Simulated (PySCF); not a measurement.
C$_{3}$F$_{5}$ (SMILES F[C]=C(F)C(F)(F)F), doublet, geometry from GFN2-xTB. Base run: PySCF with TPSS/STO-3G.

Here is a job for PySCF.
```python
from pyscf import gto, scf, dft

mol = gto.M(
    atom='''
F     2.60094538    1.14283506    0.08089861
C     1.43096998    0.69793299   -0.24220788
C     0.44692092    0.10911001    0.37558517
F     0.44992855   -0.20912959    1.70017522
C    -0.83543288   -0.29579618   -0.32144863
F    -1.90245541    0.30342010    0.21057985
F    -0.79671474    0.03356214   -1.61483549
F    -1.04667580   -1.61151893   -0.25143729
''',
    basis='sto-3g',
    spin=1,
    verbose=3,
)

mf = dft.UKS(mol)
mf.xc = 'tpss'
mf.kernel()
mf.analyze()
```

The base run was repeated with changes; each row names its change, and settings that it needs were set with it.

```
change                                           ΔE vs base (mEh)  fitting functions  dipole (D)
-----------------------------------------------  ----------------  -----------------  ----------
base                                                        0.000                  -        1.02
auxbasis = cc-pvtz-ri                                      -2.667                648        1.02
auxbasis = autoaux                                         -1.529                528        1.02
auxbasis = even-tempered beta=1.6                          -1.232                560        1.02
auxbasis = even-tempered beta=2.0                          -1.844                400        1.02
auxbasis = cc-pvtz-jkfit                                   -0.805                632        1.02
auxbasis = even-tempered beta=3.0                         -12.663                264        1.03
auxbasis = default (with mf = mf.density_fit())            -3.081                610        1.02
auxbasis = def2-svp-ri                                    -37.851                384        1.02
auxbasis = cc-pvqz-jkfit                                   -0.701                848        1.02
```

A fitting set is made for a task (jfit for Coulomb, jkfit for Coulomb and exchange, ri for correlation) and for a family of orbital bases.

Open shells are given as the SCF converged; they aren't shown to be the lowest states, and a large step between rows can be another state.
